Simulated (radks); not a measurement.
The numbers below are computed, except where a source is named.
Ionisation of the calcium ion Ca+, [Ar] 4s1, to Ca2+, [Ar], under several functionals. Dirac Kohn-Sham, spin-unpolarised, spherical densities, finite nucleus; a radial shooting solver on a logarithmic mesh with Libxc functionals. The NIST Atomic Spectra Database gives 11.872 eV (measured). Rank these functionals by the error of their Delta-SCF ionisation energy: LDA (Slater exchange, VWN5 correlation); LDA (Slater exchange, Perdew-Zunger correlation); BLYP; BP86; exchange-only B88; Wu-Cohen GGA; B86b exchange with PBE correlation; revPBE.

Answer. From best to worst: B86b exchange with PBE correlation 11.811 eV (-0.060); BP86 11.800 eV (-0.072); LDA (Slater exchange, VWN5 correlation) 11.944 eV (+0.073); LDA (Slater exchange, Perdew-Zunger correlation) 11.950 eV (+0.078); BLYP 11.958 eV (+0.086); revPBE 11.725 eV (-0.147); Wu-Cohen GGA 11.628 eV (-0.244); exchange-only B88 11.281 eV (-0.590). Spin polarisation and multiplet splitting are left out, so open shells lie too high by an amount that depends on their filling.

Beside tabulated values, note that spin-unpolarised runs miss the spin-polarisation part of the exchange energy of open shells.
